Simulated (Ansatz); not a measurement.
The cluster Be₄Se₅. The state is a triplet with charge 0. Geometry PBE0-D4/def2-SVP, that of the neutral singlet; atoms count from 1.

```xyz
9

Be   -1.669   -0.119    0.433
Be   -0.009    1.507    0.121
Be    0.453   -0.525    1.344
Be    0.044   -0.752   -1.267
Se   -0.828    1.070    2.090
Se   -1.379    0.946   -1.439
Se    1.997    0.573    0.197
Se   -0.695   -2.061    0.371
Se    2.087   -0.640   -1.851
```

At PBE0-D4/def2-TZVP a singlet of charge 0 lies 2.16 eV below the triplet at the same geometry. The structure comes from a short search, and lower isomers may exist.

Problem. Estimate the Mulliken populations from the PBE0/def2-TZVP orbitals of Ansatz.

Solution. 
```csv
atom,charge (e),spin (α − β)
Be1,0.09,0.08
Be2,0.06,0.17
Be3,0.06,0.17
Be4,0.21,-0.04
Se5,-0.11,-0.02
Se6,-0.14,0.03
Se7,-0.05,0.30
Se8,-0.14,0.03
Se9,0.02,1.28
```
Mulliken values depend strongly on the basis.

Problem. Where does the spin sit?

Solution. Summed by element: Be 0.38, Se 1.62, of 2 unpaired in all. Largest on single atoms: Se9 1.28, Se7 0.30, Be3 0.17.

Problem. And the Mayer bond orders between heavy atoms (over 0.3)?

Solution. Be1–Se5 0.82 (2.21 Å); Be1–Se6 0.80 (2.17 Å); Be1–Se8 0.80 (2.17 Å); Be2–Se5 0.81 (2.18 Å); Be2–Se6 0.84 (2.15 Å); Be2–Se7 0.80 (2.21 Å); Be3–Se5 0.81 (2.18 Å); Be3–Se7 0.80 (2.21 Å); Be3–Se8 0.84 (2.15 Å); Be4–Se6 0.76 (2.22 Å); Be4–Se8 0.76 (2.22 Å); Be4–Se9 0.79 (2.13 Å); Se7–Se9 0.76 (2.38 Å).
